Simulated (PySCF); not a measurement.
**UHF on La⁺ (lanthanum, charge +1)**

Configuration: [Xe] 5d2, high-spin 3F determinant. Computed with PySCF 2.14 in x2c-TZVPPall (11s7p7d3f1g, 97 functions), with scalar relativity by spin-free X2C-1e.

```
Total energy                        : -8489.087030 hartree
One-electron energy                 : -11566.2241 hartree
Hartree (Coulomb) energy            : 3279.7915 hartree
Exchange energy                     : -202.6544 hartree
⟨S²⟩                                : 2.0104
⟨L²⟩                                : 12.112
Sum of ⟨r⟩                          : 38.69 bohr
Sum of ⟨r²⟩                         : 60.38 bohr²
Langevin diamagnetic susceptibility : -47.8 ×10⁻⁶ cm³/mol
```

```json
{"shell": "1s β", "electrons": "1", "mean orbital energy (hartree)": "-1437.72402", "spread (hartree)": "0", "rms radius, mean of both spins (bohr)": "0.0286"}
{"shell": "1s α", "electrons": "1", "mean orbital energy (hartree)": "-1437.72323", "spread (hartree)": "0", "rms radius, mean of both spins (bohr)": "0.0286"}
{"shell": "2s α", "electrons": "1", "mean orbital energy (hartree)": "-232.95183", "spread (hartree)": "0", "rms radius, mean of both spins (bohr)": "0.116"}
{"shell": "2s β", "electrons": "1", "mean orbital energy (hartree)": "-232.94847", "spread (hartree)": "0", "rms radius, mean of both spins (bohr)": "0.116"}
{"shell": "2p α", "electrons": "3", "mean orbital energy (hartree)": "-208.75050", "spread (hartree)": "0", "rms radius, mean of both spins (bohr)": "0.104"}
{"shell": "2p β", "electrons": "3", "mean orbital energy (hartree)": "-208.74717", "spread (hartree)": "0", "rms radius, mean of both spins (bohr)": "0.104"}
{"shell": "3s α", "electrons": "1", "mean orbital energy (hartree)": "-51.61883", "spread (hartree)": "0", "rms radius, mean of both spins (bohr)": "0.303"}
{"shell": "3s β", "electrons": "1", "mean orbital energy (hartree)": "-51.61808", "spread (hartree)": "0", "rms radius, mean of both spins (bohr)": "0.303"}
{"shell": "3p α", "electrons": "3", "mean orbital energy (hartree)": "-43.68794", "spread (hartree)": "0", "rms radius, mean of both spins (bohr)": "0.304"}
{"shell": "3p β", "electrons": "3", "mean orbital energy (hartree)": "-43.68684", "spread (hartree)": "0", "rms radius, mean of both spins (bohr)": "0.304"}
{"shell": "3d α", "electrons": "5", "mean orbital energy (hartree)": "-32.19459", "spread (hartree)": "0.00585", "rms radius, mean of both spins (bohr)": "0.281"}
{"shell": "3d β", "electrons": "5", "mean orbital energy (hartree)": "-32.19066", "spread (hartree)": "0.00146", "rms radius, mean of both spins (bohr)": "0.281"}
{"shell": "4s α", "electrons": "1", "mean orbital energy (hartree)": "-11.24728", "spread (hartree)": "0", "rms radius, mean of both spins (bohr)": "0.694"}
{"shell": "4s β", "electrons": "1", "mean orbital energy (hartree)": "-11.24214", "spread (hartree)": "0", "rms radius, mean of both spins (bohr)": "0.694"}
{"shell": "4p α", "electrons": "3", "mean orbital energy (hartree)": "-8.55928", "spread (hartree)": "0", "rms radius, mean of both spins (bohr)": "0.737"}
{"shell": "4p β", "electrons": "3", "mean orbital energy (hartree)": "-8.55361", "spread (hartree)": "0", "rms radius, mean of both spins (bohr)": "0.737"}
{"shell": "4d α", "electrons": "5", "mean orbital energy (hartree)": "-4.52476", "spread (hartree)": "0.01299", "rms radius, mean of both spins (bohr)": "0.826"}
{"shell": "4d β", "electrons": "5", "mean orbital energy (hartree)": "-4.51629", "spread (hartree)": "0.00515", "rms radius, mean of both spins (bohr)": "0.826"}
{"shell": "5s α", "electrons": "1", "mean orbital energy (hartree)": "-1.95566", "spread (hartree)": "0", "rms radius, mean of both spins (bohr)": "1.68"}
{"shell": "5s β", "electrons": "1", "mean orbital energy (hartree)": "-1.91794", "spread (hartree)": "0", "rms radius, mean of both spins (bohr)": "1.68"}
{"shell": "5p α", "electrons": "3", "mean orbital energy (hartree)": "-1.21998", "spread (hartree)": "0", "rms radius, mean of both spins (bohr)": "1.94"}
{"shell": "5p β", "electrons": "3", "mean orbital energy (hartree)": "-1.15172", "spread (hartree)": "0", "rms radius, mean of both spins (bohr)": "1.94"}
{"shell": "5d α", "electrons": "2", "mean orbital energy (hartree)": "-0.39994", "spread (hartree)": "0", "rms radius, mean of both spins (bohr)": "3.12"}
```

Spin-orbit coupling, absent here, splits the open shell strongly.

Densities and radii are taken from the X2C orbitals without a picture-change correction, which distorts them close to the nucleus.

Spin-orbit constants ζ (cm⁻¹) from the X2C one-electron operator on these orbitals: bare nucleus, nucleus screened by l(l+1)(2l+1)/3 electrons, and screened by the Breit-Pauli mean field of the electrons.

```tsv
shell	bare	screened nucleus	mean field
2p	2176000	2099000	n/a
3p	429200	414100	n/a
3d	66290	54660	n/a
4p	89170	86040	n/a
4d	11210	9242	n/a
5p	11820	11400	n/a
5d	678.7	559.6	n/a
```

To first order the Landé constant is A = 279.8 cm⁻¹, so the lowest level has J = 2 and lies 0.139 eV below the centre of the term. This holds in LS coupling only.
